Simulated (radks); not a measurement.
Problem. Species: La. Configuration: [Xe] 5d1 6d2 (not the ground configuration). Method: Dirac Kohn-Sham, PBE, spin-unpolarised, spherical densities, finite nucleus; open shells fill j = l - 1/2 first; Fermi nuclear charge, rms radius 4.855 fm; computed with a radial shooting solver on a logarithmic mesh with Libxc functionals. Some entries of the table are withheld. Estimate them.

| orbital | occ. | eigenvalue (hartree) | <r^2> (bohr^2) | <1/r> (bohr^-1) |
|---|---|---|---|---|
| 1s1/2 | 2 | -1422.970 | 0.0008538 | 62.01 |
| 2s1/2 | 2 | -226.6017 | 0.01356 | 14.59 |
| 2p1/2 | 2 | (1) | (2) | 14.57 |
| 2p3/2 | 4 | (3) | (4) | 13.25 |
| 3s1/2 | 2 | -48.62459 | 0.09284 | 5.254 |
| 3p1/2 | 2 | -43.19537 | 0.08769 | (5) |
| 3p3/2 | 4 | -40.23640 | 0.09532 | (6) |
| 3d3/2 | 4 | -30.72485 | 0.07846 | 4.700 |
| 3d5/2 | 6 | -30.09183 | 0.08063 | 4.616 |
| 4s1/2 | 2 | -9.97790 | 0.4829 | 2.171 |
| 4p1/2 | 2 | -7.97984 | 0.5175 | 2.067 |
| 4p3/2 | 4 | -7.35038 | 0.5594 | 1.960 |
| 4d3/2 | 4 | -4.07442 | 0.6734 | 1.741 |
| 4d5/2 | 6 | -3.96512 | 0.6904 | 1.715 |
| 5s1/2 | 2 | (7) | 2.717 | 0.8534 |
| 5p1/2 | 2 | (8) | 3.424 | 0.7550 |
| 5p3/2 | 4 | (9) | 3.729 | 0.7181 |
| 5d3/2 | 1 | -0.28555 | 8.079 | (10) |
| 5d5/2 | 0 | -0.27697 | 8.339 | (11) |
| 6d3/2 | 2 | -0.04365 | 82.77 | 0.1439 |
| 6d5/2 | 0 | -0.04296 | 83.96 | 0.1431 |

Solution. 
(1) 2p1/2 eigenvalue (hartree): -213.7277
(2) 2p1/2 <r^2> (bohr^2): 0.009960
(3) 2p3/2 eigenvalue (hartree): -198.5458
(4) 2p3/2 <r^2> (bohr^2): 0.01123
(5) 3p1/2 <1/r> (bohr^-1): 5.166
(6) 3p3/2 <1/r> (bohr^-1): 4.837
(7) 5s1/2 eigenvalue (hartree): -1.62429
(8) 5p1/2 eigenvalue (hartree): -1.08151
(9) 5p3/2 eigenvalue (hartree): -0.98866
(10) 5d3/2 <1/r> (bohr^-1): 0.4920
(11) 5d5/2 <1/r> (bohr^-1): 0.4840
